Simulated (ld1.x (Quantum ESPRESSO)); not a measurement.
# u(r) = r·R(r): atom against pseudo-atom (lithium)

Columns: radius, all-electron u(r) and pseudo u(r) of the 2s shell (level -5.34 eV) of lithium in the configuration [He] 2s0.5 2p0; PBE, non-relativistic, TM scheme, ld1.x (Quantum ESPRESSO) 7.5.

```tsv
r (bohr)	all-electron	pseudo
0.180	0.1920	-0.0339
0.360	0.2087	-0.0684
0.540	0.1488	-0.1041
0.720	0.0584	-0.1415
0.900	-0.0400	-0.1812
1.080	-0.1355	-0.2235
1.260	-0.2225	-0.2682
1.440	-0.2988	-0.3148
1.620	-0.3632	-0.3621
1.800	-0.4160	-0.4080
1.980	-0.4584	-0.4503
2.160	-0.4922	-0.4866
2.340	-0.5181	-0.5151
2.520	-0.5360	-0.5349
2.700	-0.5467	-0.5464
2.880	-0.5506	-0.5506
3.060	-0.5487	-0.5487
3.240	-0.5417	-0.5417
3.420	-0.5305	-0.5305
3.600	-0.5158	-0.5158
3.780	-0.4984	-0.4984
3.960	-0.4791	-0.4791
4.140	-0.4583	-0.4583
4.320	-0.4366	-0.4366
4.500	-0.4145	-0.4145
4.680	-0.3922	-0.3922
```

Task: How many radial nodes do the two functions have?

Result: The all-electron 2s function has n − l − 1 = 1; the pseudo-wave has 0, since the states of the same l below it are removed with the core.

Task: At about which radius was the pseudo-wave matched?

Result: 3.10 bohr. The columns agree to 0.0005 from 2.70 bohr on; several derivatives are matched, so the curves merge somewhat inside the radius.

Task: Where does each function peak?

Result: Outermost all-electron maximum near 2.88 bohr, pseudo maximum near 2.88 bohr (to the table’s step).

Task: Is the pseudo-wave norm-conserving?

Result: Yes: the TM scheme keeps the norm inside the radius equal to the all-electron one, which fixes the energy derivative of the logarithmic derivative at the level.
